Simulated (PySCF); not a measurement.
# Computed properties of pyrimidine (C4H4N2), SMILES c1cncnc1

C₄H₄N₂, SMILES c1cncnc1. The structure is a stationary point at PBE0-D3(BJ)/def2-SVP. One conformer was computed; it need not be the lowest. All values are computed for the isolated molecule unless a solvent is named; none is compared with measurement here.

**Structure.** The optimised structure has C2v symmetry. All 24 harmonic modes at PBE0-D3(BJ)/def2-SVP (PySCF) are real, so it is a minimum. With heavy atoms numbered as in [cH:1]1[cH:2][n:3][cH:4][n:5][cH:6]1, the shortest bond between them is C4–N5 at 1.330 Å and the longest C1–C2 at 1.393 Å.

**Vibrations.** The strongest infrared lines (harmonic, unscaled, degenerate partners summed) lie at 1660 cm⁻¹ (88 km/mol, C 78 %, N 15 %), 1668 cm⁻¹ (62 km/mol, C 64 %, N 29 %), 1460 cm⁻¹ (54 km/mol, H 40 %, N 37 %, C 23 %). The softest mode is at 350 cm⁻¹ and the zero-point energy is 48.8 kcal/mol.

**Electronic structure.** r2SCAN/def2-TZVP (PySCF) places the frontier levels at -6.18 and -2.10 eV, a gap of 4.08 eV, and gives a dipole moment of 2.28 D and a mean polarisability of 54.8 bohr³. PBE/def2-TZVP (PySCF) at the same geometry gives -5.87 and -2.27 eV, so its gap is 0.48 eV narrower. An orbital gap is neither the optical nor the fundamental gap.

**Excitations.** TDDFT-CAM-B3LYP/def2-SVPD (PySCF) has S1 at 4.54 eV (273 nm, f = 0.006, weak); the most intense of the 10 singlets computed lies at 7.91 eV (f = 0.48). T1 (TDA) is at 4.01 eV. TDDFT-PBE/def2-SVPD (PySCF) puts S1 at 3.75 eV. No vertical singlet excitation falls in the visible range (under 3.1 eV).

**NMR.** GIAO shifts at B3LYP/pcSseg-1 (PySCF) (non-relativistic, atoms alike by connectivity averaged): ¹³C from 129.3 to 168.6 ppm against TMS; ¹H from 7.3 to 9.6 ppm against TMS.

**Solvation.** SMD-M06-2X/def2-SVP (PySCF) gives -6.6 kcal/mol in water, -7.8 kcal/mol in chlorobenzene, -6.7 kcal/mol in ethanol (1 M in both phases, gas-phase geometry); of these solvents chlorobenzene holds the molecule best.
